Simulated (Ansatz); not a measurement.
Reaction (formal exchange of groups at the Al–C bond): `[CH3][AlH][GeH3]` + SiH₄ → `[SiH3][AlH][GeH3]` + CH₄

Computed with Ansatz on PBE0-D4/def2-TZVP structures; ΔE is electronic, products minus reactants. CBS: MP2 limit from def2 TZ/QZ plus the TZ coupled-cluster correction, frozen cores. This one scheme is used for every species. DFT in def2-TZVPP. B3LYP here is the variant with VWN-RPA as its local correlation; programs differ in this. HSE06 is defined as in plane-wave codes. For Ge outer-core shells are correlated without core-valence functions, which leaves a few kJ/mol of doubt a bond. Scalar relativity is left out up to krypton.

`[CH3][AlH][GeH3]`:

Cartesian coordinates in Å:
```
C -0.642 -1.314 1.277
Al 0.245 -0.782 -0.377
Ge 0.468 1.616 -0.975
H -1.687 -0.983 1.272
H -0.632 -2.393 1.443
H -0.176 -0.831 2.142
H 0.837 -1.867 -1.381
H 1.944 2.033 -1.150
H -0.136 2.580 0.067
H -0.221 1.940 -2.318
```

SiH₄:

```xyz
5

Si    0.000    0.000    0.000
H    -1.425   -0.101    0.402
H     0.390   -1.219   -0.753
H     0.848    0.126    1.212
H     0.188    1.195   -0.861
```

`[SiH3][AlH][GeH3]`:

```xyz
10

Si    1.210   -0.277    1.747
Al    0.710   -0.376   -0.658
Ge   -1.498    0.436   -1.444
H     1.092    1.126    2.240
H     2.569   -0.771    2.104
H     0.217   -1.089    2.510
H     1.768   -0.946   -1.699
H    -1.715    1.913   -1.055
H    -2.645   -0.353   -0.778
H    -1.707    0.335   -2.967
```

CH₄:

Cartesian coordinates in Å:
```
C 0.000 0.000 0.000
H -0.503 -0.647 -0.718
H 0.957 0.322 -0.409
H 0.167 -0.548 0.927
H -0.621 0.872 0.200
```

| level | ΔE (kJ/mol) | difference from CCSD(T)/CBS |
| --- | --- | --- |
| LDA (SPW92) | -18.9 | -7.6 |
| PBE-D4 | -23.2 | -11.9 |
| revPBE-D4 | -21.9 | -10.6 |
| r2SCAN-D4 | -14.9 | -3.6 |
| B97M-V | -15.3 | -4.0 |
| PBE0-D4 | -21.1 | -9.8 |
| B3LYP-D4 | -12.4 | -1.1 |
| r2SCANh-D4 | -14.7 | -3.4 |
| r2SCAN0-D4 | -14.4 | -3.1 |
| HSE06-D4 | -21.3 | -10.0 |
| BHLYP-D4 | -10.9 | 0.4 |
| ωB97X-V | -11.3 | 0.0 |
| ωB97M-V | -4.4 | 6.9 |
| B2PLYP | -8.6 | 2.7 |
| PBE-QIDH | -13.9 | -2.6 |
| PBE | -22.4 | -11.1 |
| revPBE | -23.2 | -11.9 |
| BLYP | -12.1 | -0.8 |
| r2SCAN | -14.7 | -3.4 |
| r2SCANh | -14.4 | -3.1 |
| r2SCAN0 | -14.0 | -2.7 |
| BHLYP | -8.2 | 3.1 |
| CAM-B3LYP | -6.4 | 4.9 |
| LC-ωPBE | -12.8 | -1.5 |
| RPA@PBE/def2-TZVPP | -10.1 | 1.2 |
| HF/def2-SVP | -8.7 | 2.6 |
| MP2/def2-SVP | -7.9 | 3.4 |
| CCSD/def2-SVP | -13.5 | -2.2 |
| CCSD(T)/def2-SVP | -14.0 | -2.7 |
| HF/def2-TZVPP | -6.4 | 4.9 |
| MP2/def2-TZVPP | -4.6 | 6.7 |
| SCS-MP2/def2-TZVPP | -4.5 | 6.8 |
| CCSD/def2-TZVPP | -10.8 | 0.5 |
| CCSD(T)/def2-TZVPP | -11.6 | -0.3 |
| HF/def2-QZVPP | -5.6 | 5.7 |
| MP2/def2-QZVPP | -4.2 | 7.1 |
| SCS-MP2/def2-QZVPP | -4.1 | 7.2 |
| HF/CBS(def2) | -5.4 | 5.9 |
| MP2/CBS(def2) | -4.4 | 6.9 |
| CCSD/CBS(def2) | -10.6 | 0.7 |
| CCSD(T)/CBS | -11.3 | 0 |

Largest T1 diagnostic among the species: 0.013.

From BLYP to BHLYP (50 % exact exchange), in def2-TZVPP and without D4, ΔE moves by +3.9 kJ/mol. Leaving LDA and LC-ωPBE aside and taking each functional with its dispersion term where it has one, the values spread over 18.8 kJ/mol, from PBE-D4 to ωB97M-V. LDA lies +3.5 kJ/mol from PBE without D4.
